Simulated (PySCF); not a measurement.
Species: [MoS(CN)4]-, C4MoN4S (charge -1 and doublet state).
Bonds: Mo1–S2, Mo1–C3, Mo1–C5, Mo1–C7, Mo1–C9, C3–N4, C5–N6, C7–N8, C9–N10.

A GFN2-xTB structure was refined with PBE0-D3(BJ)/def2-SVP geometry optimisation, gas phase, def2 core potentials past Kr in PySCF 2.14.0. Its GFN2-xTB values:

| coordinate | GFN2-xTB |
| --- | --- |
| Mo1–S2 | 2.133 Å |
| Mo1–C3 | 1.976 Å |
| C3–N4 | 1.303 Å |
| Mo1–C3–N4 | 171.6° |
| S2–Mo1–C3 | 114.6° |
| C3–Mo1–C5 | 82.5° |
| C3–Mo1–C7 | 137.1° |

**Question.** How do these coordinates change at the PBE0-D3(BJ)/def2-SVP level?

**Answer.** 
| coordinate | PBE0-D3(BJ)/def2-SVP (Å or °) | change |
| --- | --- | --- |
| C3–N4 | 1.166 | -0.137 |
| Mo1–C3 | 2.095 | +0.119 |
| Mo1–S2 | 2.078 | -0.055 |
| Mo1–C3–N4 | 179.2 | +7.6 |
| S2–Mo1–C3 | 110.0 | -4.6 |
| C3–Mo1–C7 | 140.1 | +3.0 |
| C3–Mo1–C5 | 83.3 | +0.8 |

The energy falls by 1.191 eV over 10 energy and gradient evaluations, the largest force component goes from 0.2209 to 1.1e-04 Eh/bohr, and the atoms move by 0.080 Å rms after alignment. The bond that changes most is C3–N4 (ends: carbon bonded to Mo and N; nitrogen bonded to C), which shortens by 0.137 Å. Bonds longer at the end by more than 0.005 Å: 3 of 9; shorter: 6. Rotational constants go from 868.9, 854.8, 724.3 to 866.0, 865.9, 707.5 MHz.

The run used 161 basis functions and 88 SCF cycles in all. The run took 5.2 min wall on one thread, Arm Neoverse V2 (aarch64), no GPU, on a shared host, and the process peaked at 0.82 GiB of memory.

Whether it is a minimum is left open (no frequencies). ⟨S²⟩ = 0.770 (exact for a doublet: 0.75).
